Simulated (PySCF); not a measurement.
## `InChI=1S/C9H8N2/c1-7-3-2-4-8-9(7)11-6-5-10-8/h2-6H,1H3`

Molfile (atoms numbered from 1):
```
C9H8N2
     RDKit          3D

 19 20  0  0  0  0  0  0  0  0999 V2000
   -2.2073   -1.3546   -0.0931 C   0  0  0  0  0  0  0  0  0  0  0  0
   -1.2813   -0.1831   -0.0199 C   0  0  0  0  0  0  0  0  0  0  0  0
   -1.7343    1.1160    0.0883 C   0  0  0  0  0  0  0  0  0  0  0  0
   -0.8449    2.2152    0.1559 C   0  0  0  0  0  0  0  0  0  0  0  0
    0.5145    2.0249    0.1157 C   0  0  0  0  0  0  0  0  0  0  0  0
    1.0300    0.7099    0.0052 C   0  0  0  0  0  0  0  0  0  0  0  0
    2.3717    0.5184   -0.0348 N   0  0  0  0  0  0  0  0  0  0  0  0
    2.7940   -0.7159   -0.1371 C   0  0  0  0  0  0  0  0  0  0  0  0
    1.9018   -1.8173   -0.2044 C   0  0  0  0  0  0  0  0  0  0  0  0
    0.6025   -1.6639   -0.1684 N   0  0  0  0  0  0  0  0  0  0  0  0
    0.1305   -0.3986   -0.0628 C   0  0  0  0  0  0  0  0  0  0  0  0
   -2.0502   -1.9215   -1.0232 H   0  0  0  0  0  0  0  0  0  0  0  0
   -3.2568   -1.0343   -0.0455 H   0  0  0  0  0  0  0  0  0  0  0  0
   -2.0129   -2.0607    0.7284 H   0  0  0  0  0  0  0  0  0  0  0  0
   -2.8111    1.3017    0.1227 H   0  0  0  0  0  0  0  0  0  0  0  0
   -1.2535    3.2250    0.2412 H   0  0  0  0  0  0  0  0  0  0  0  0
    1.2262    2.8506    0.1657 H   0  0  0  0  0  0  0  0  0  0  0  0
    3.8771   -0.8851   -0.1704 H   0  0  0  0  0  0  0  0  0  0  0  0
    2.2949   -2.8376   -0.2897 H   0  0  0  0  0  0  0  0  0  0  0  0
  1  2  1  0
  2  3  1  0
  3  4  2  0
  4  5  1  0
  5  6  2  0
  6  7  1  0
  7  8  2  0
  8  9  1  0
  9 10  2  0
 10 11  1  0
 11  2  2  0
 11  6  1  0
  1 12  1  0
  1 13  1  0
  1 14  1  0
  3 15  1  0
  4 16  1  0
  5 17  1  0
  8 18  1  0
  9 19  1  0
M  END
```

Method: PySCF 2.14.0, quadratic response CAM-B3LYP/aug-cc-pVDZ first hyperpolarisability, Taylor convention, gas phase. Geometry: PBE0-D3(BJ)/def2-SVP.

Problem. Give the tensor of the second harmonic β(−2ω;ω,ω) at 1064 nm in the axes of these coordinates.

Solution. In au, Taylor convention; rows are the first index (the induced dipole):
```csv
,xx,yy,zz,xy,xz,yz
x,-191.0,-132.3,+3.7,+87.4,+10.4,-12.6
y,+77.0,+22.5,-24.3,-145.6,-13.5,+8.2
z,+9.6,+7.9,-5.8,-13.6,+4.4,-23.0
```
Norm of βᵢ = ⅓ Σⱼ (βᵢⱼⱼ + βⱼᵢⱼ + βⱼⱼᵢ): 338.6 au, hyper-Rayleigh value 141.7 au.
